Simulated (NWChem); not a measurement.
Species: C2H6O2Si; SMILES [SiH2](C)C(=O)O

```xyz
11

C      0.6268     2.1069     0.2210
Si    -0.6796     0.8053    -0.1383
C      0.1655    -0.9261    -0.0190
O      1.3596    -1.1095    -0.1417
O     -0.7030    -1.9505     0.1872
H      0.2387     3.1171     0.0506
H      0.9681     2.0437     1.2599
H      1.4964     1.9555    -0.4269
H     -1.2044     0.9145    -1.5262
H     -1.8232     0.8612     0.8091
H     -0.1674    -2.7716     0.1944
```
Atoms are numbered in this order, from 1.

Computed with NWChem. Geometry: optimised at B3LYP/6-31G* (spherical d). Hybrids' shares of exact exchange are those that their runs print; pure functionals count as 0. The functionals differ in more than this share.

```
row              share of exact exchange  highest occupied level (eV)
---------------  -----------------------  ---------------------------
PBE/def2-TZVP                       0.00                        -6.31
TPSSh/def2-TZVP                     0.10                        -6.98
B3LYP/def2-TZVP                     0.20                        -7.61
PBE0/def2-TZVP                      0.25                     withheld
```

Q: Fit a straight line of the last column on the one before it, predict the withheld value, and compare with the run.

A: 
1. Means of the 3 shown rows: x = 0.100, y = -6.967. Slope Σ(x − x̄)(y − ȳ)/Σ(x − x̄)² = -0.1300/0.02000 = -6.500; intercept -6.317.
2. The shown rows scatter about the line by 0.009 (root mean square); the largest residual is -0.01, at TPSSh/def2-TZVP.
3. At x = 0.25 (PBE0/def2-TZVP; beyond the shown range) the line gives -7.94.
4. The run gives -7.83, +0.11 from the line.
